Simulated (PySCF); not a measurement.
ZrF3Cl, SMILES [F][Zr]([F])([F])[Cl], multiplicity 1.

Coordinates come from a r2SCAN-D4/def2-SVP optimisation. The multiplicity is an assumed one; other spin states were not compared. The def2 effective core potentials stand for the cores of Zr; spin–orbit coupling is left out.

All values below come from TDA-PBE/def2-SVPD run with PySCF 2.14.0.

Vertical excitations; the highest root listed may be one member of a degenerate set. Isolated molecule, no solvent. State labels are in the subgroup Cs.

Computed lowest excited states:
```tsv
state	symmetry	energy (eV)	λ (nm)	f	main pairs
S1	A"	5.80	214	0.000	HOMO−1→LUMO+1 50 %, HOMO→LUMO 50 %
S2	A'	5.88	211	0.001	HOMO→LUMO+1, HOMO−1→LUMO (degenerate set)
S3	A"	5.88	211	0.001	HOMO→LUMO, HOMO−1→LUMO+1 (degenerate set)
S4	A'	6.40	194	0.057	HOMO−1→LUMO 37 %, HOMO→LUMO+1 37 %, HOMO−2→LUMO+2 10 %, HOMO−1→LUMO+4 8 %
S5	A'	6.72	184	0.005	HOMO→LUMO+2 (degenerate set)
S6	A"	6.72	184	0.005	HOMO−1→LUMO+2 (degenerate set)
S7	A'	6.85	181	0.001	HOMO−2→LUMO+1 (degenerate set)
S8	A"	6.85	181	0.001	HOMO−2→LUMO (degenerate set)
S9	A"	7.20	172	0.000	HOMO→LUMO+4 50 %, HOMO−1→LUMO+3 50 %
S10	A'	7.28	170	0.001	HOMO→LUMO+3 33 %, HOMO−1→LUMO+4 33 %, HOMO→LUMO+5 31 %
T1	A'	5.53	224	0	HOMO→LUMO+1 50 %, HOMO−1→LUMO 49 %
T2	A'	5.63	220	0	HOMO−1→LUMO, HOMO→LUMO+1 (degenerate set)
T3	A"	5.64	220	0	HOMO−1→LUMO+1, HOMO→LUMO (degenerate set)
T4	A"	5.79	214	0	HOMO→LUMO 50 %, HOMO−1→LUMO+1 50 %
```
Triplets are in the Tamm–Dancoff approximation.
